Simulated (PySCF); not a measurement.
RbLi: energy against distance

Set-up: PySCF, scalar-relativistic core potentials, basis sets Rb def2-SVP with ECP28, Li def2-SVP. Energies in eV from Rb + Li in their ground configurations at the same level. State: ¹Σ⁺ (singlet), closed shell.

Curves on a restricted Hartree–Fock reference rise too fast on stretching and do not dissociate correctly.

```
R (Å)     BP86  RHF-CCSD
3.069  -0.5101          
3.212  -0.5758   -0.5092
3.355  -0.6142   -0.5500
3.462  -0.6283   -0.5655
3.569  -0.6320   -0.5703
3.676  -0.6271   -0.5661
3.819  -0.6097   -0.5491
3.997  -0.5747   -0.5142
4.211  -0.5198   -0.4590
4.497  -0.4342
```

Question: Put a parabola through the three lowest points of the BP86 curve and estimate Re, k and ωe (reduced mass 6.481 u; 1 eV/Å² = 0.16022 mdyn/Å; ωe = 1302.8·√(k/μ) cm⁻¹).

Answer: Through R = 3.462, 3.569, 3.676 Å the second-order coefficient is 0.376 eV/Å², so Re ≈ 3.562 Å, k ≈ 0.120 mdyn/Å and ωe ≈ 178 cm⁻¹. A polynomial fit of higher order to the unrounded BP86 energies gives Re = 3.558 Å, k = 0.123 mdyn/Å, ωe = 179 cm⁻¹; anharmonicity and rounding make the difference.

The higher-order fit for each curve: BP86: Re = 3.558 Å, ωe = 179 cm⁻¹, De = 0.63 eV; RHF-CCSD: Re = 3.569 Å, ωe = 182 cm⁻¹, De = 0.57 eV.

Correlated steps freeze no core orbitals. Closed-shell solutions of metal pairs were not tested for spin polarisation, which can lower them a little. Correlated levels converge slowly with the basis: in double zeta they bind strong bonds too weakly, by up to about 1 eV, and carry superposition errors of some tenths. Where the molecule has an RHF reference, its open-shell atoms are computed with UHF.
